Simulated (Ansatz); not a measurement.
The same hydrogenolysis along the group B, Al, Ga, In.

Gas-phase electronic energies from Ansatz, PBE0-D4/def2-TZVP geometries. CBS: MP2 limit from def2 TZ/QZ plus the TZ coupled-cluster correction, frozen cores. Small cases extrapolate CCSD(T) itself. Functionals use def2-TZVPP. Elements past krypton have def2 core potentials. For Ga, In outer-core shells are correlated without core-valence functions, which leaves a few kJ/mol of doubt a bond. Scalar relativity is left out up to krypton.

```csv
reaction,B2PLYP (kcal/mol),CCSD(T)/CBS(def2) (kcal/mol)
`FB(Cl)Cl` + H₂ → `ClBCl` + H–F,27.0,25.7
`[F][Al]([Cl])[Cl]` + H₂ → `[Cl][AlH][Cl]` + H–F,37.4,37.2
`[F][Ga]([Cl])[Cl]` + H₂ → `[Cl][GaH][Cl]` + H–F,12.6,10.7
`[F][In]([Cl])[Cl]` + H₂ → `[Cl][InH][Cl]` + H–F,4.8,4.1
```

Largest T1 diagnostic: 0.014, for `[F][In]([Cl])[Cl]`.

Extrapolated directly: `FB(Cl)Cl` + H₂ → `ClBCl` + H–F; `[F][Al]([Cl])[Cl]` + H₂ → `[Cl][AlH][Cl]` + H–F.
